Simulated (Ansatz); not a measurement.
One change: `CC1=CB1` becomes `BC1=CB1`.

Ansatz, PBE0-D4/def2-TZVP geometries, multiplicity 1. 

```
                                        property  `CC1=CB1`
           LUMO energy (ωB97M-V/def2-TZVPP) / eV       2.18
             HOMO energy (B3LYP/def2-TZVPP) / eV      -7.48
             LUMO energy (B3LYP/def2-TZVPP) / eV      -0.09
  size of the dipole moment (PBE/def2-TZVPP) / D       1.60
size of the dipole moment (B3LYP/def2-TZVPP) / D       1.52
           HOMO energy (ωB97M-V/def2-TZVPP) / eV      -9.96
```

(1) What does the change do to each property? (Estimate.)

## Answers

(1) The calculation gave: 
```tsv
property	`BC1=CB1`	shift
LUMO energy (ωB97M-V/def2-TZVPP) / eV	1.24	-0.94
HOMO energy (B3LYP/def2-TZVPP) / eV	-7.74	-0.26
LUMO energy (B3LYP/def2-TZVPP) / eV	-0.98	-0.89
size of the dipole moment (PBE/def2-TZVPP) / D	1.66	0.06
size of the dipole moment (B3LYP/def2-TZVPP) / D	1.63	0.11
HOMO energy (ωB97M-V/def2-TZVPP) / eV	-10.15	-0.19
```

With PBE0 the HOMO falls by 0.28 eV and the LUMO falls by 0.91 eV, so the gap narrows by about 0.63 eV. PBE moves the HOMO by -0.46 eV and ωB97M-V by -0.19 eV. The zero-point energy changes by -43.4 kJ/mol with -3 modes. Dipoles are sizes alone; their direction can turn.

B3LYP here is the variant with VWN-RPA as its local correlation; programs differ in this.
